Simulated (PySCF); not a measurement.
2-fluoro-3-methylbuta-1,3-diene (C5H7F), SMILES C=C(C)C(=C)F.

Geometry: PBE0-D3(BJ)/def2-SVP. One conformer was computed; it need not be the lowest.

Level of theory: SMD-ωB97X/6-31G* (PySCF).

Solvation free energies are E(SMD) − E(gas) at the gas-phase geometry, for 1 M in both phases. In vacuum the dipole moment is 1.44 D.

Q: Rank water, ethanol, acetone by solvation free energy, most negative first.

A: acetone (-2.9 kcal/mol), ethanol (-2.2 kcal/mol), water (1.5 kcal/mol)
